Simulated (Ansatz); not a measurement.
Isomers

Structures of CH2OSe, closed shell, relaxed at PBE0-D4/def2-TZVP (vibrations not checked; lower isomers may exist, and structures with a doubtful reference or unclear bonds are left out). Computed with Ansatz 0.2.0 (basis: def2-TZVPP); correlated methods freeze the cores. Filled d shells of the heavier atoms are correlated. The def2 sets are not built for correlating such inner shells, so the correlated values are less sure here. B3LYP uses VWN-RPA correlation.

(1) Rank them by CCSD(T) energy, lowest first, and give each one's height above the lowest. Links in brackets join atoms within 1.22 times the sum of their covalent radii (1.1 for two metals). (Judge from chemistry; the value comes from the calculation.)
A.
a complex of H₂Se + CO
```
5
angstrom
O -0.6441 -0.7657 1.0615
C -1.4501 -1.5216 0.8575
Se 1.1017 1.1626 -1.2929
H 1.9635 2.2431 -1.7845
H 1.3630 1.5393 0.0998
```
B.
CH₂OSe ([CH2]1[O][Se]1)
```
5
angstrom
C 0.0438 0.2968 -0.1344
O -0.9097 -0.2639 0.6748
Se 0.4056 -1.5403 0.2939
H -0.2475 0.4851 -1.1661
H 0.7077 1.0224 0.3318
```
C.
CH₂OSe ([O][CH][SeH])
```
5
angstrom
O -0.6291 -0.6435 1.1248
C -0.4459 -0.4507 -0.0347
Se 0.7989 0.8134 -0.7847
H -0.9815 -0.9873 -0.8393
H 1.2575 1.2682 0.5340
```

(2) Do PBE-D4, r2SCAN-D4, PBE0-D4, B3LYP-D4, wB97M-V, HF, MP2 give the same order? (A judgement: the text doesn't fix the answer.)

No T1 diagnostic of these runs exceeds 0.015.

For scale, one of the runs: CCSD(T)/def2-TZVPP, 138 basis functions, launched by `ansatz run in.yaml --threads 2 --pin off --events-out ev --progress --plain --max-ram 4352MiB`. Time: 26 s of wall clock on 2 CPU threads of an Arm Neoverse V1; the host was shared. Peak host memory: 0.81 GiB.

Answers

(1) The calculation gives: A (0.000 eV), C (0.072 eV), B (1.398 eV). Heights count from the lowest.

(2) By the calculation: Lowest first: PBE-D4 C < A < B; r2SCAN-D4 C < A < B; PBE0-D4 C < A < B; B3LYP-D4 C < A < B; MP2 C < A < B. The others agree with CCSD(T).
